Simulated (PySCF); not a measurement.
ClCu (SMILES [Cl][Cu]), singlet, at a GFN2-xTB geometry (such geometries of metal compounds can be far from the true shape); PySCF with R2SCAN/STO-3G.

Here is a job for PySCF.
```python
from pyscf import gto, scf, dft

mol = gto.Mole()
mol.atom = '''
    Cu   -0.00000000   -0.00000000   -0.75781346
    Cl    0.00000000    0.00000000    1.29274060
'''
mol.basis = 'sto-3g'
mol.verbose = 4
mol.build()

mf = dft.RKS(mol)
mf.xc = 'r2scan'
mf.kernel()
mf.analyze()
```

The log (banner, timings and long lists left out):

```
PySCF version 2.14.0

[INPUT] verbose = 4
[INPUT] num. atoms = 2
[INPUT] num. electrons = 46
[INPUT] charge = 0
[INPUT] spin (= nelec alpha-beta = 2S) = 0
[INPUT] symmetry False subgroup None
[INPUT] Mole.unit = angstrom
[INPUT] Symbol           X                Y                Z      unit          X                Y                Z       unit  Magmom
[...]
nuclear repulsion = 127.226279995544
number of shells = 13
number of NR pGTOs = 81
number of NR cGTOs = 27
basis = sto-3g
ecp = {}

******** <class 'pyscf.dft.rks.RKS'> ********
method = RKS
initial guess = minao
damping factor = 0
level_shift factor = 0
DIIS = <class 'pyscf.scf.diis.CDIIS'>
diis_start_cycle = 1
diis_space = 8
diis_damp = 0
SCF conv_tol = 1e-09
SCF conv_tol_grad = None
SCF max_cycles = 50
direct_scf = True
direct_scf_tol = 1e-13
XC library pyscf.dft.libxc version 7.1.2
    S. Lehtola, C. Steigemann, M. J. T. Oliveira, and M. A. L. Marques,  SoftwareX 7, 1–5 (2018)
XC functionals = r2scan
    J. W. Furness, A. D. Kaplan, J. Ning, J. P. Perdew, and J. Sun,  J. Phys. Chem. Lett. 11, 8208–8215 (2020)
    J. W. Furness, A. D. Kaplan, J. Ning, J. P. Perdew, and J. Sun,  J. Phys. Chem. Lett. 11, 9248–9248 (2020)
    J. W. Furness, A. D. Kaplan, J. Ning, J. P. Perdew, and J. Sun,  J. Phys. Chem. Lett. 11, 8208–8215 (2020)
    J. W. Furness, A. D. Kaplan, J. Ning, J. P. Perdew, and J. Sun,  J. Phys. Chem. Lett. 11, 9248–9248 (2020)
radial grids:
    Treutler-Ahlrichs [JCP 102, 346 (1995); DOI:10.1063/1.469408] (M4) radial grids

becke partition: Becke, JCP 88, 2547 (1988); DOI:10.1063/1.454033
pruning grids: <function nwchem_prune>
grids dens level: 3
symmetrized grids: False
atomic radii adjust function: <function treutler_atomic_radii_adjust>
small_rho_cutoff = 0
Set gradient conv threshold to 3.16228e-05
Initial guess from minao.
tot grids = 39520
init E= -2074.39334856905

WARN: HOMO 0.277470704003227 == LUMO 0.27747070400323

cycle= 1 E= -2065.3947513048  delta_E=    9  |g|=  1.7  |ddm|= 7.54
[...]
cycle= 2 E= -2065.54728221496  delta_E= -0.153  |g|= 2.82  |ddm|= 8.72
[...]
cycle= 3 E= -2074.76164738952  delta_E= -9.21  |g|= 1.03  |ddm|= 5.58
[...]
cycle= 4 E= -2076.67490621114  delta_E= -1.91  |g|= 0.342  |ddm|= 3.15
[...]
cycle= 5 E= -2076.61156687582  delta_E= 0.0633  |g|= 0.599  |ddm|= 2.82
[...]
cycle= 6 E= -2075.40336702705  delta_E= 1.21  |g|= 1.48  |ddm|= 2.13
[...]
cycle= 7 E= -2076.76695224108  delta_E= -1.36  |g|= 0.261  |ddm|= 2.84
[...]
cycle= 8 E= -2076.72697919947  delta_E= 0.04  |g|= 0.247  |ddm|= 1.59
[...]
cycle= 9 E= -2076.75793652072  delta_E= -0.031  |g|= 0.34  |ddm|= 2.92
[...]
cycle= 10 E= -2075.33336400224  delta_E= 1.42  |g|= 0.988  |ddm|= 3.24
[...]
cycle= 11 E= -2076.77265113072  delta_E= -1.44  |g|= 0.226  |ddm|= 3.23
[...]
cycle= 12 E= -2076.58926076764  delta_E= 0.183  |g|= 0.666  |ddm|= 3.17
[...]
cycle= 13 E= -2076.75223177147  delta_E= -0.163  |g|= 0.105  |ddm|= 2.11
[...]
cycle= 14 E= -2076.36895115788  delta_E= 0.383  |g|= 0.969  |ddm|= 3.44

WARN: HOMO -0.0538510894961402 == LUMO -0.0536849285557778

cycle= 15 E= -2075.33827850907  delta_E= 1.03  |g|=    1  |ddm|= 3.33
[...]
cycle= 16 E= -2076.7631350634  delta_E= -1.42  |g|= 0.237  |ddm|= 3.33

WARN: HOMO -0.0587587215578645 == LUMO -0.0582957460103591

cycle= 17 E= -2076.62928056166  delta_E= 0.134  |g|= 0.517  |ddm|= 1.67
[...]
cycle= 18 E= -2076.76088332255  delta_E= -0.132  |g|= 0.214  |ddm|= 1.11
[...]
cycle= 19 E= -2076.75566531348  delta_E= 0.00522  |g|= 0.219  |ddm|= 0.174
[...]
cycle= 20 E= -2075.36593651595  delta_E= 1.39  |g|= 0.972  |ddm|= 3.29
[...]
cycle= 21 E= -2076.76758198549  delta_E= -1.4  |g|= 0.28  |ddm|= 3.24
[...]
cycle= 22 E= -2075.38464924654  delta_E= 1.38  |g|= 0.857  |ddm|= 4.33
[...]
cycle= 23 E= -2075.3626184803  delta_E= 0.022  |g|= 0.866  |ddm|= 0.0848
[...]
cycle= 24 E= -2075.35855989956  delta_E= 0.00406  |g|= 0.89  |ddm|= 0.31
[...]
cycle= 25 E= -2075.34469394729  delta_E= 0.0139  |g|= 0.914  |ddm|= 0.238
[...]
cycle= 26 E= -2075.36682101009  delta_E= -0.0221  |g|= 0.933  |ddm|= 0.43
[...]
cycle= 27 E= -2076.63517573235  delta_E= -1.27  |g|= 0.473  |ddm|= 3.38
[...]
cycle= 28 E= -2076.33762957867  delta_E= 0.298  |g|= 0.927  |ddm|= 2.23
[...]
cycle= 29 E= -2075.85730221511  delta_E= 0.48  |g|= 1.29  |ddm|= 0.819
[...]
cycle= 30 E= -2076.75555356278  delta_E= -0.898  |g|= 0.341  |ddm|=  2.8
[...]
cycle= 31 E= -2076.70738593707  delta_E= 0.0482  |g|= 0.36  |ddm|= 1.23
[...]
cycle= 32 E= -2076.76965327604  delta_E= -0.0623  |g|= 0.224  |ddm|= 1.15
[...]
cycle= 33 E= -2076.73418154099  delta_E= 0.0355  |g|= 0.284  |ddm|= 3.01
[...]
cycle= 34 E= -2076.71592274725  delta_E= 0.0183  |g|= 0.299  |ddm|= 1.27
[...]
cycle= 35 E= -2076.47259476432  delta_E= 0.243  |g|= 0.84  |ddm|= 2.18
[...]
cycle= 36 E= -2075.46364330835  delta_E= 1.01  |g|= 0.81  |ddm|= 3.43
[...]
cycle= 37 E= -2075.4494198181  delta_E= 0.0142  |g|= 0.812  |ddm|= 0.107
[...]
cycle= 38 E= -2076.69707281924  delta_E= -1.25  |g|= 0.385  |ddm|=  3.4
[...]
cycle= 39 E= -2076.76135428313  delta_E= -0.0643  |g|= 0.239  |ddm|= 2.16
[...]
cycle= 40 E= -2076.75900815483  delta_E= 0.00235  |g|= 0.263  |ddm|= 2.79
[...]
cycle= 41 E= -2076.77335569575  delta_E= -0.0143  |g|= 0.136  |ddm|= 1.86
[...]
cycle= 42 E= -2076.77712053785  delta_E= -0.00376  |g|= 0.165  |ddm|= 1.58
[...]
cycle= 43 E= -2076.74311344869  delta_E= 0.034  |g|= 0.158  |ddm|=  2.1
[...]
cycle= 44 E= -2076.74431193449  delta_E= -0.0012  |g|= 0.222  |ddm|= 2.86
[...]
cycle= 45 E= -2076.75437454376  delta_E= -0.0101  |g|= 0.184  |ddm|= 0.146
[...]
cycle= 46 E= -2076.77245864614  delta_E= -0.0181  |g|= 0.151  |ddm|= 3.03
[...]
cycle= 47 E= -2076.77092303217  delta_E= 0.00154  |g|= 0.15  |ddm|= 0.074
[...]
cycle= 48 E= -2076.75956280358  delta_E= 0.0114  |g|= 0.123  |ddm|= 3.01
[...]
cycle= 49 E= -2076.76595050205  delta_E= -0.00639  |g|= 0.127  |ddm|= 0.223
[...]
cycle= 50 E= -2076.74533745994  delta_E= 0.0206  |g|= 0.228  |ddm|= 0.451
SCF not converged.
SCF energy = -2076.74533745994
**** SCF Summaries ****
Total Energy =                       -2076.745337459944494
Nuclear Repulsion Energy =             127.226279995544246
One-electron Energy =                -3132.409230546520575
Two-electron Energy =                  928.437613091032063
Two-electron Coulomb Energy =         1023.353874258117912
DFT Exchange-Correlation Energy =      -94.916261167085878
HOMO-LUMO gap [eV] =                     0.191793770316673
**** MO energy ****
[...]
 ** Mulliken pop on meta-lowdin orthogonal AOs  **
 ** Mulliken pop  **
[...]
 ** Mulliken atomic charges  **
charge of    0Cu =      0.58275
charge of    1Cl =     -0.58275
Dipole moment(X, Y, Z, Debye):  0.00000,  0.00000,  0.25192
```

Convergence was not reached.
